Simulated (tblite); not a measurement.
Species: C₆H₈F₃P.
Z-matrix (Å and degrees, GFN2-xTB geometry), rows numbered from 1:
```
C 
C   1  1.3207
C   2  1.4880  1  123.54
P   3  1.9102  2  111.37  1  -131.21
C   4  1.8828  3   75.09  2  -100.40
C   5  1.5310  4   91.47  3   -16.97
C   6  1.5182  3  116.48  2   -30.21
F   7  1.3421  6  112.15  3   -53.12
F   7  1.3471  6  111.13  3  -171.95
F   7  1.3395  6  114.07  3    68.41
H   1  1.0757  2  121.79  3   179.23
H   1  1.0778  2  121.76  3    -1.24
H   2  1.0824  1  120.38  3  -178.82
H   3  1.0920  2  110.10  1    -2.06
H   4  1.4072  3   92.93  2   166.59
H   5  1.0911  4  110.27  3    97.01
H   5  1.0882  4  117.19  3  -137.62
H   6  1.0942  3  110.07  2  -150.62
```

Level: GFN2-xTB in tblite, geometry and Hessian alike; calculated harmonic values, unscaled, isolated species. The method is semi-empirical: single wavenumbers can be off by several per cent or more. Modes of hydrogen on phosphorus can be 10 to 20 % off. One conformer, not necessarily the lowest.

Harmonic wavenumbers (cm⁻¹): 48.9, 55.5, 88.7, 151.9, 201.7, 249.7, 269.8, 312.1, 346.8, 404.0, 462.3, 519.8, 556.6, 602.6, 667.6, 707.1, 723.8, 750.0, 800.5, 835.4, 898.5, 913.0, 942.2, 1007.5, 1018.1, 1039.8, 1041.7, 1056.9, 1089.2, 1131.7, 1168.4, 1171.4, 1196.1, 1236.4, 1255.5, 1298.2, 1305.1, 1412.1, 1442.7, 1703.6, 2218.5, 2951.3, 2961.7, 2988.2, 3007.9, 3058.8, 3102.6, 3137.6.

A = 1540, B = 971.0, C = 702.6 MHz; mass 168.032 u (most abundant isotopes); point group C1, symmetry number 1.

Question: Zero-point energy?

Answer: Half the sum of the wavenumbers: 27755 cm⁻¹ = 332.02 kJ/mol.

Question: Entropy at 350 K, 1 bar (ideal gas, RRHO, classical rotation)?

Answer: Translation 176.09, rotation 127.96, vibration 148.43: S = 452.5 J/(mol K).

Question: And Cp and H(350 K) − H(0)?

Answer: Cp = 191.61 J/(mol K), of which vibrations give 158.35 (their classical limit is 48 R = 399.1); H(350 K) − H(0) = 38.96 kJ/mol without the zero-point energy, 27.32 from vibrations.

Question: What must be added to the electronic energy to get the Gibbs energy at 350 K and 1 bar?

Answer: ZPE + [H(350 K) − H(0)] − T·S = 332.02 + 38.96 − 158.37 = 212.61 kJ/mol.

Question: How do the functions run with temperature in this model?

Answer: 
| T (K) | S (J/(mol K)) | Cp (J/(mol K)) | H − H(0) (kJ/mol) | G − H(0) (kJ/mol) | ln q(vib) |
| --- | --- | --- | --- | --- | --- |
| 150 | 334.9 | 99.2 | 9.90 | -40.33 | 3.16 |
| 250 | 396.1 | 145.3 | 22.08 | -76.95 | 5.80 |
| 298.15 | 423.7 | 168.1 | 29.63 | -96.69 | 7.08 |
| 400 | 479.4 | 212.4 | 49.07 | -142.71 | 9.81 |
| 600 | 578.5 | 275.5 | 98.36 | -248.74 | 15.14 |
| 900 | 701.7 | 330.3 | 190.05 | -441.46 | 22.65 |

q(vib) and H(0) count from the zero-point level.

Hindered rotation and anharmonicity are outside this model. Other conformers, if any are populated, would add a mixing term that is left out. The structure is chiral; the term R ln 2 for an equal mix with its mirror image is left out.

Time: 0.74 s of wall time. Hardware: Arm Neoverse V1, one thread, shared host with 64 logical CPUs at a one-minute load of 16. The figure is for the frequency step alone.
